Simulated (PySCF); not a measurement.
**Electric field gradients and quadrupole coupling constants**

C₅H₇F₂NSi.
Structure used (GFN2-xTB), in Å, numbered top down from 1:
```xyz
16
C5H7F2NSi angstrom
N     -2.661    2.278   -0.550
C     -1.755    1.632   -0.810
C     -0.603    0.831   -1.130
C      0.030    0.229    0.137
Si    -1.174   -0.992    1.030
C      1.277   -0.490   -0.218
F      1.144   -1.403   -1.210
C      2.477   -0.376    0.334
F      2.699    0.507    1.321
H      0.119    1.473   -1.648
H     -0.907    0.036   -1.817
H      0.299    1.037    0.822
H     -1.443   -2.084    0.096
H     -2.385   -0.248    1.354
H     -0.472   -1.472    2.218
H      3.350   -0.947    0.060
```

Field gradients from the PBE0/pcSseg-1 density (PySCF, non-relativistic), principal values in atomic units, ordered |Vxx| ≤ |Vyy| ≤ |Vzz|:

```tsv
atom	Vxx	Vyy	Vzz
N1	0.4675	0.5059	-0.9734
```

Task: Find the asymmetry η = (Vxx − Vyy)/Vzz and the couplings χ = eQV/h (234.96 MHz × Q in barn × V in au), with Q(14N) = 0.02044 b.

Result: 
| atom | environment | nucleus | η | χzz (MHz) | χxx (MHz) | χyy (MHz) |
| --- | --- | --- | --- | --- | --- | --- |
| N1 | nitrile nitrogen | 14N | 0.04 | -4.675 | 2.245 | 2.430 |

The gradient is axial or nearly so (η below 0.05) at N1. 

Task: What is Vzz at N1 in SI units (1 au = 9.71736 × 10²¹ V/m²)?

Result: -0.9734 au = -9.459 × 10²¹ V/m².

Task: And the gradient at the other heavy atoms, for which no coupling is worked out here?

Result: 
| atom | environment | Vzz (au) | η |
| --- | --- | --- | --- |
| C2 | nitrile carbon | -0.395 | 0.02 |
| C3 | sp3 carbon next to a nitrile | 0.160 | 0.73 |
| C4 | sp3 carbon bound to silicon | -0.149 | 0.96 |
| Si5 | SiH3 silicon | 0.329 | 0.18 |
| C6 | vinylic C–F carbon | 0.441 | 0.73 |
| F7 | vinyl fluorine | 2.997 | 0.07 |
| C8 | vinylic C–F carbon | 0.443 | 0.63 |
| F9 | vinyl fluorine | 3.039 | 0.08 |

Task: What couplings would deuterons (Q(2H) = 0.00286 b) have in place of the hydrogens, at this geometry?

Result: 
```
atom  bonded to  bond length (Å)  Vzz (au)     η  χzz (kHz)
 H10         C3            1.096    0.2902  0.04        195
 H11         C3            1.094    0.2920  0.02        196
 H12         C4            1.093    0.2970  0.06        200
 H13        Si5            1.462    0.1622  0.02        109
 H14        Si5            1.458    0.1636  0.01        110
 H15        Si5            1.461    0.1634  0.01        110
 H16         C8            1.078    0.3241  0.12        218
```

Geometry: GFN2-xTB, one conformer, isolated molecule. GFN2-xTB bond lengths can be off by several hundredths of an ångström, more for odd bonds, and the gradients follow them. A larger basis could move these couplings by a tenth or more.
